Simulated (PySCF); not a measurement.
## SMILES C(#N)C(C#N)=C(C#N)C#C[SiH3], C$_{7}$H$_{3}$N$_{3}$Si

Molfile (atoms numbered from 1):
```
C7H3N3Si
     RDKit          3D

 14 13  0  0  0  0  0  0  0  0999 V2000
   -3.0791   -0.0827    0.7623 N   0  0  0  0  0  0  0  0  0  0  0  0
   -2.1380   -0.7045    0.9624 C   0  0  0  0  0  0  0  0  0  0  0  0
   -0.9773   -1.4706    1.2110 C   0  0  0  0  0  0  0  0  0  0  0  0
   -1.1602   -2.6953    1.8909 C   0  0  0  0  0  0  0  0  0  0  0  0
   -1.3187   -3.6857    2.4441 N   0  0  0  0  0  0  0  0  0  0  0  0
    0.2569   -1.0346    0.8124 C   0  0  0  0  0  0  0  0  0  0  0  0
    1.4161   -1.8092    1.0697 C   0  0  0  0  0  0  0  0  0  0  0  0
    2.3646   -2.4186    1.2688 N   0  0  0  0  0  0  0  0  0  0  0  0
    0.4515    0.1836    0.1391 C   0  0  0  0  0  0  0  0  0  0  0  0
    0.6267    1.2335   -0.4390 C   0  0  0  0  0  0  0  0  0  0  0  0
    0.8497    2.8545   -1.3194 Si  0  0  0  0  0  4  0  0  0  0  0  0
    1.1427    2.5207   -2.7123 H   0  0  0  0  0  0  0  0  0  0  0  0
   -0.4065    3.5846   -1.1702 H   0  0  0  0  0  0  0  0  0  0  0  0
    1.9709    3.5239   -0.6619 H   0  0  0  0  0  0  0  0  0  0  0  0
  1  2  3  0
  2  3  1  0
  3  4  1  0
  4  5  3  0
  3  6  2  3
  6  7  1  0
  7  8  3  0
  6  9  1  0
  9 10  3  0
 10 11  1  0
 11 12  1  0
 11 13  1  0
 11 14  1  0
M  END
```

Level of theory: PySCF, quadratic response wB97X-D/def2-SVPD first hyperpolarisability, Taylor convention, gas phase. Geometry: GFN2-xTB.

Problem. Give the tensor of the static β(0;0,0) in the axes of these coordinates.

Solution. In au, Taylor convention; rows are the first index (the induced dipole):
```tsv
	xx	yy	zz	xy	xz	yz
x	-62.4	+137.4	+35.9	-14.9	+9.3	-87.1
y	-14.9	+252.4	+102.3	+137.4	-87.1	-195.7
z	+9.3	-195.7	-25.6	-87.1	+35.9	+102.3
```
Norm of βᵢ = ⅓ Σⱼ (βᵢⱼⱼ + βⱼᵢⱼ + βⱼⱼᵢ): 415.6 au, hyper-Rayleigh value 209.2 au.
